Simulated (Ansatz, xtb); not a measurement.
**CH9GeNOSi2: 4 structures ranked**

4 gas-phase structures of CH9GeNOSi2, from a drawn sample of its isomers (lower ones may exist). Each was relaxed with GFN2-xTB; where two conformers were screened, the lower at r2SCAN-D4/def2-SVP is listed:

A. `O=C[SiH2][N]([SiH3])[GeH3]`, a singlet
B. `O=CN([SiH3])[SiH2][GeH3]`, a singlet
C. a singlet given by its coordinates
D. `O=C[SiH2]N[SiH2][GeH3]`, a singlet

C (Å):

```yaml
atoms:
  - { symbol: C, position_ang: [-1.7113, 2.3942, -1.5602] }
  - { symbol: Ge, position_ang: [0.5087, -0.6681, 1.0078] }
  - { symbol: N, position_ang: [-0.7668, 0.3692, 0.1987] }
  - { symbol: O, position_ang: [-2.8206, 2.0072, -1.2931] }
  - { symbol: Si, position_ang: [-0.1485, 1.5749, -0.8482] }
  - { symbol: Si, position_ang: [-2.4844, -0.0328, 0.3625] }
  - { symbol: H, position_ang: [-1.5961, 3.2601, -2.2432] }
  - { symbol: H, position_ang: [0.6164, 2.6065, -0.1348] }
  - { symbol: H, position_ang: [0.6338, 1.0627, -1.9842] }
  - { symbol: H, position_ang: [-2.4540, -1.1852, 1.2865] }
  - { symbol: H, position_ang: [-3.1630, 1.0586, 1.0510] }
  - { symbol: H, position_ang: [-3.0051, -0.5217, -0.9091] }
  - { symbol: H, position_ang: [-0.0629, -1.2908, 2.2396] }
  - { symbol: H, position_ang: [0.9842, -1.7327, 0.0593] }
  - { symbol: H, position_ang: [1.6694, 0.2235, 1.3382] }
```

Close contacts (Å): C1–O4 1.20, C1–Si5 1.90, Ge2–N3 1.83, Ge2–Si5 2.98, N3–Si5 1.71, N3–Si6 1.77, C1–H7 1.11, Ge2–H13 1.49, Ge2–H14 1.50, Ge2–H15 1.50, Si5–H8 1.47, Si5–H9 1.47, Si6–H10 1.48, Si6–H11 1.46, Si6–H12 1.46.

Question: Which do you expect lowest at r2SCAN-D4/def2-SVP, and how would the others follow?

Answer: Calculated order at r2SCAN-D4/def2-SVP: B (0.0), A (16.1), C (18.1), D (18.7) kcal/mol. Less than 1 kcal/mol parts C and D, so the order within that pair means little.

Energies above the lowest of each column, in kcal/mol; the last columns are at B3LYP-D3(BJ)/def2-SVP geometries and were run for some of them only (a dash: not run or not comparable):

```tsv
structure	GFN2-xTB	HF/STO-3G	r2SCAN-D4/def2-SVP	B3LYP-D3(BJ)/def2-SVP	CCSD(T)/def2-SVP + ΔMP2/def2-TZVPP
B	0.0	0.0	0.0	0.0	0.0
A	31.2	10.0	16.1	16.2	10.6
C	35.5	11.6	18.1	–	–
D	34.3	11.6	18.7	15.5	12.9
```

Every level run on B puts it lowest or level with the lowest. Some further structures that were screened fall inside this span and aren't listed. Flexible structures stand in one conformer each, not always the lowest. Frequencies (GFN2-xTB) were run for A, B alone. The ΔMP2 step shifts differences by up to 3.2 kcal/mol, which makes them less sure. ΔMP2 is the change of the MP2 energy from the smaller to the larger basis.

Over these structures GFN2-xTB departs from r2SCAN-D4/def2-SVP by 6.0 kcal/mol on average once a common shift is removed. A GFN2-xTB relaxation took about 0.82 s and the r2SCAN-D4/def2-SVP energy about 6.3 s on a shared host (Ansatz 0.2.0, xtb 6.7.1).
